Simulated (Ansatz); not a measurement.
Input file for Ansatz (an electronic-structure program): U-r2SCAN/def2-TZVPP on H3NSn (SMILES [NH2][SnH]), a point of a bond scan (R = 2.683 Å). Elements past Kr take the def2 small-core potentials; no spin–orbit coupling.

Ansatz 0.2 input:
```yaml
crystal:
  periodic: [false, false, false]
  atoms:
    - {symbol: Sn, position_ang: [-0.11927895, 0.17664945, 0.24401699]}
    - {symbol: H, position_ang: [-0.79933866, 1.96453968, -1.63738044]}
    - {symbol: N, position_ang: [0.67637723, -1.05570039, -1.15735305]}
    - {symbol: H, position_ang: [0.70027728, -0.86642154, -2.14802155]}
    - {symbol: H, position_ang: [1.10168186, -1.94472436, -0.94110888]}
basis:
  gaussian:
    orbitals: def2-TZVPP
hamiltonian:
  xc: {name: r2SCAN}
magnetization: {spin_polarized: true, initial_magnetization: 0}
```

It printed:

```
WARN ansatz: RAYON_NUM_THREADS=1 ignored (pool sized by the plan → 1); use --threads N
Functional definition: r2SCAN
integrals: 0.03 GiB planned
720 factors; their error is unknown
mean field: 0.41 GiB planned
mean field evaluation 1: about -7359.7198 eV, gradient 5.1e1 eV
mean field evaluation 2: about -7285.1945 eV, gradient 1.1e2 eV
mean field evaluation 4: about -7370.5790 eV, gradient 6.7e0 eV
mean field evaluation 8: about -7370.7566 eV, gradient 2.2e-1 eV
mean field evaluation 16: about -7370.7536 eV, gradient 5.9e-4 eV
mean field -7370.75363234 eV, -270.8701999121 hartree, gradient 6.2e-6 eV, S^2 0.000000; 1 other end points of the search recorded, 0 dependent functions left out
reference -7370.75364981 eV, -270.8702005542 hartree; 16, 16 occupied and 107, 107 virtual orbitals, 720 factors
Total energy: -7370.75364981 eV, -270.8702005542 hartree
```

The calculation finished and met its thresholds.

Cost: roughly 7 core-seconds.
